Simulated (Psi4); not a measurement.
F (SMILES [F+]), charge +1, triplet; WB97X-V/def2-SV(P) (Psi4 1.11).

Here is a job for Psi4.
```
memory 2 GB

molecule {
1 3
F     0.00000000    0.00000000    0.00000000
}

set {
  basis def2-sv(p)
  reference uks
}

energy('wb97x-v')
print_variables()
```

It wrote (shortened):

```
   => Loading Basis Set <=

    Name: DEF2-SV(P)
    Role: ORBITAL
    Keyword: BASIS

         ---------------------------------------------------------
                                   SCF
               by Justin Turney, Rob Parrish, Andy Simmonett
                          and Daniel G. A. Smith
                              UKS Reference
         ---------------------------------------------------------

  ==> Geometry <==

    Molecular point group: d2h
    Geometry (in Angstrom), charge = 1, multiplicity = 3:

       Center              X                  Y                   Z               Mass
    ------------   -----------------  -----------------  -----------------  -----------------
         F            0.000000000000     0.000000000000     0.000000000000    18.998403162730

  Running in d2h symmetry.

  Rotational constants: A = ************  B = ************  C = ************ [cm^-1]
  Rotational constants: A = ************  B = ************  C = ************ [MHz]
  Nuclear repulsion =    0.000000000000000

  Charge       = 1
  Multiplicity = 3
  Electrons    = 8
  Nalpha       = 5
  Nbeta        = 3

  ==> Algorithm <==

  SCF Algorithm Type is DF.
  DIIS enabled.
  MOM disabled.
  Fractional occupation disabled.
  Guess Type is CORE.
  Energy threshold   = 1.00e-06
  Density threshold  = 1.00e-06
  Integral threshold = 1.00e-12

  ==> Primary Basis <==

  Basis Set: DEF2-SV(P)
    Blend: DEF2-SV(P)
    Number of shells: 6
    Number of basis functions: 14
    Number of Cartesian functions: 15
    Spherical Harmonics?: true
    Max angular momentum: 2

  ==> DFT Potential <==

   => LibXC <=

    Version 7.1.2
    S. Lehtola, C. Steigemann, M. J. T. Oliveira, and M. A. L. Marques,  SoftwareX 7, 1–5 (2018) (10.1016/j.softx.2017.11.002)

   => Composite Functional: WB97X-V <=

    wB97X-V Hyb-GGA Exchange-Correlation Functional

    N. Mardirossian and M. Head-Gordon,  Phys. Chem. Chem. Phys. 16, 9904–9924 (2014) (10.1039/C3CP54374A)

    Deriv               =              1
    GGA                 =           TRUE
    Meta                =          FALSE

    Exchange Hybrid     =           TRUE
    MP2 Hybrid          =          FALSE

   => Exchange-Correlation Functionals <=

    1.0000   wB97X-V range-separated functional

   => Exact (HF) Exchange <=

    0.8330            HF,LR [omega = 0.3000]
    0.1670               HF

   => LibXC Density Thresholds  <==

    XC_HYB_GGA_XC_WB97X_V:  1.00E-14

   => VV10 Non-Local Parameters <=

    VV10 B              =     6.0000E+00
    VV10 C              =     1.0000E-02

   => Molecular Quadrature <=

    Radial Scheme          =       TREUTLER
    Pruning Scheme         =           NONE
    Nuclear Scheme         =       TREUTLER

    Blocking Scheme        =         OCTREE
    BS radius alpha        =              1
    Pruning alpha          =              1
    Radial Points          =             75
    Spherical Points       =            302
    Total Points           =          20838
    Total Blocks           =            209
    Max Points             =            256
    Max Functions          =             14
    Weights Tolerance      =       1.00E-15

   => Loading Basis Set <=

    Name: (DEF2-SV(P) AUX)
    Role: JKFIT
    Keyword: DF_BASIS_SCF

  ==> Integral Setup <==

  SCF_SUBTYPE=INCORE selected. In-core MEM_DF algorithm will be used.
  Using in-core AOs.

  ==> MemDFJK: Density-Fitted J/K Matrices <==

    J tasked:                   Yes
    K tasked:                   Yes
    wK tasked:                  Yes
    Omega:                3.000E-01
    Algorithm:                 Core
    Schwarz Cutoff:           1E-12
    Mask sparsity (%):       0.0000
    Fitting Condition:        1E-10

   => Auxiliary Basis Set <=

  Basis Set: (DEF2-SV(P) AUX)
    Blend: DEF2-UNIVERSAL-JKFIT
    Number of shells: 25
    Number of basis functions: 77
    Number of Cartesian functions: 93
    Spherical Harmonics?: true
    Max angular momentum: 4

  Minimum eigenvalue in the overlap matrix is 1.8944998630E-01.
  Reciprocal condition number of the overlap matrix is 9.8293380612E-02.
    Using symmetric orthogonalization.

  ==> Pre-Iterations <==

  SCF Guess: Core (One-Electron) Hamiltonian.

   -------------------------------------------------------
    Irrep   Nso     Nmo     Nalpha   Nbeta   Ndocc  Nsocc
   -------------------------------------------------------
     Ag         5       5       2       2       2       0
     B1g        1       1       0       0       0       0
     B2g        1       1       0       0       0       0
     B3g        1       1       0       0       0       0
     Au         0       0       0       0       0       0
     B1u        2       2       1       0       0       1
     B2u        2       2       1       1       1       0
     B3u        2       2       1       0       0       1
   -------------------------------------------------------
    Total      14      14       5       3       3       2
   -------------------------------------------------------

  ==> Iterations <==

                           Total Energy        Delta E     RMS |[F,P]|

   @DF-UKS iter   1:   -96.66971648145262   -9.66697e+01   3.02196e-01 ADIIS
   @DF-UKS iter   2:   -98.69695020061413   -2.02723e+00   1.44957e-01 ADIIS
   @DF-UKS iter   3:   -98.93062452579264   -2.33674e-01   5.14077e-02 DIIS/ADIIS
   @DF-UKS iter   4:   -98.96628723000663   -3.56627e-02   1.00281e-02 DIIS/ADIIS
   @DF-UKS iter   5:   -98.96764566723152   -1.35844e-03   3.73919e-04 DIIS/ADIIS
   @DF-UKS iter   6:   -98.96764755710763   -1.88988e-06   9.12755e-06 DIIS
   @DF-UKS iter   7:   -98.96764755853592   -1.42829e-09   1.35365e-06 DIIS
   @DF-UKS iter   8:   -98.96764755856127   -2.53522e-11   2.06826e-07 DIIS
  Energy and wave function converged.

  ==> Post-Iterations <==

   Electrons on quadrature grid:
      Nalpha   =    5.0000000000 ; deviation = -4.865e-12
      Nbeta    =    3.0000000000 ; deviation = -4.839e-12
      Ntotal   =    8.0000000000 ; deviation = -9.705e-12

   @Spin Contamination Metric:   2.002493126E-03
   @S^2 Expected:                2.000000000E+00
   @S^2 Observed:                2.002002493E+00
   @S   Expected:                1.000000000E+00
   @S   Observed:                1.000000000E+00

    Orbital Energies [Eh]
    ---------------------

    Alpha Occupied:

       1Ag   -25.636356     2Ag    -2.017351     1B3u   -1.329689
       1B1u   -1.329689     1B2u   -1.236163

    Alpha Virtual:

       3Ag     0.585489     2B3u    0.636797     2B1u    0.636797
       2B2u    0.683846     4Ag     2.385703     1B2g    2.385703
       1B3g    2.449070     1B1g    2.449070     5Ag     2.471610

    Beta Occupied:

       1Ag   -25.578398     2Ag    -1.828258     1B2u   -1.164373

    Beta Virtual:

       1B1u   -0.740161     1B3u   -0.740161     3Ag     0.653372
       2B2u    0.715327     2B1u    0.746648     2B3u    0.746648
       1B3g    2.547881     1B1g    2.547881     4Ag     2.553700
       1B2g    2.566534     5Ag     2.566534

    Final Occupation by Irrep:
             Ag   B1g   B2g   B3g    Au   B1u   B2u   B3u
    DOCC [     2,    0,    0,    0,    0,    0,    1,    0 ]
    SOCC [     0,    0,    0,    0,    0,    1,    0,    1 ]
    NA   [     2,    0,    0,    0,    0,    1,    1,    1 ]
    NB   [     2,    0,    0,    0,    0,    0,    1,    0 ]

  @DF-UKS Final Energy:   -98.96764755856127

   => Energetics <=

    Nuclear Repulsion Energy =              0.0000000000000000
    One-Electron Energy =                -132.9060566160044061
    Two-Electron Energy =                  41.1251097873332867
    DFT Exchange-Correlation Energy =      -7.2225258437324449
    Empirical Dispersion Energy =           0.0000000000000000
    VV10 Nonlocal Energy =                  0.0358251138423064
    Total Energy =                        -98.9676475585612536

  UHF NO Occupations:
  HONO-2 :    2 Ag 1.9992842
  HONO-1 :    1B3u 1.0000000
  HONO-0 :    1B1u 1.0000000
  LUNO+0 :    3 Ag 0.0007158
  LUNO+1 :    2B2u 0.0002857
  LUNO+2 :    4 Ag 0.0000000
  LUNO+3 :    5 Ag 0.0000000

Computation Completed

Properties will be evaluated at   0.000000,   0.000000,   0.000000 [a0]

Properties computed using the SCF density matrix

 Multipole Moments:

 ------------------------------------------------------------------------------------
     Multipole            Electronic (a.u.)      Nuclear  (a.u.)        Total (a.u.)
 ------------------------------------------------------------------------------------

 L = 1.  Multiply by 2.5417464519 to convert [e a0] to [Debye]
 Dipole X            :          0.0000000            0.0000000            0.0000000
 Dipole Y            :          0.0000000            0.0000000            0.0000000
 Dipole Z            :          0.0000000            0.0000000            0.0000000
 Magnitude           :                                                    0.0000000

 ------------------------------------------------------------------------------------

  Variable Map:
  ----------------------------------------------------------------------------
  "CURRENT ENERGY"              =>     -98.967647558561
  "CURRENT REFERENCE ENERGY"    =>     -98.967647558561
  "DD SOLVATION ENERGY"         =>       0.000000000000
  "DFT FUNCTIONAL TOTAL ENERGY" =>     -98.967647558561
  "DFT TOTAL ENERGY"            =>     -98.967647558561
  "DFT VV10 ENERGY"             =>       0.035825113842
  "DFT XC ENERGY"               =>      -7.222525843732
  "GRID ELECTRONS ALPHA"        =>       4.999999999995
  "GRID ELECTRONS BETA"         =>       2.999999999995
  "GRID ELECTRONS TOTAL"        =>       7.999999999990
  "NUCLEAR REPULSION ENERGY"    =>       0.000000000000
  "ONE-ELECTRON ENERGY"         =>    -132.906056616004
  "PCM POLARIZATION ENERGY"     =>       0.000000000000
  "PE ENERGY"                   =>       0.000000000000
  "SCF ITERATION ENERGY"        =>     -98.967647558561
  "SCF ITERATIONS"              =>       8.000000000000
  "SCF TOTAL ENERGY"            =>     -98.967647558561
  "TWO-ELECTRON ENERGY"         =>      41.125109787333
  "XC GRID RADIAL POINTS"       =>      75.000000000000
  "XC GRID SPHERICAL POINTS"    =>     302.000000000000
  "XC GRID TOTAL POINTS"        =>   20838.000000000000

  Array Variable Map:
  ----------------------------------------------------------------------------
  "CURRENT DIPOLE"              =>       0.000000000000 ... 0.000000000000 1 by 3
  "SCF DIPOLE"                  =>       0.000000000000 ... 0.000000000000 1 by 3
  "SCF TOTAL ENERGIES"          =>     -96.669716481453 ... -98.967647558561 1 by 8
```
